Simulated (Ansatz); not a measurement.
Ansatz (an electronic-structure program) input:

Ansatz 0.2 input:
```yaml
crystal:
  periodic: [false, false, false]
  atoms:
    - {symbol: B, position_ang: [0.03941277, 0.01004859, -0.00369542]}
    - {symbol: N, position_ang: [1.49189406, 0.09399543, -0.17175893]}
    - {symbol: N, position_ang: [-0.60221362, -1.24190760, 0.22271853]}
    - {symbol: N, position_ang: [-0.69452148, 1.21605428, -0.13536449]}
    - {symbol: H, position_ang: [2.01071924, -0.43233212, 0.53387136]}
    - {symbol: H, position_ang: [-0.08397302, -2.10029770, 0.28301268]}
    - {symbol: H, position_ang: [-1.58549939, -1.38622622, 0.06654916]}
    - {symbol: H, position_ang: [-0.23121413, 2.08236150, -0.34444368]}
    - {symbol: H, position_ang: [-1.67320935, 1.30925674, 0.07032175]}
basis:
  gaussian:
    orbitals: aug-cc-pVDZ
magnetization: {spin_polarized: true, initial_magnetization: 1}
correlation: {method: ccsd_t, electrons: outside_noble_gas}
output: {forces: true}
```

Task: Which total energy does the run end on?

Result: -191.69297 Eh (CCSD(T)/aug-cc-pVDZ). The basis has 137 functions.

It need not be the lowest isomer of its formula.
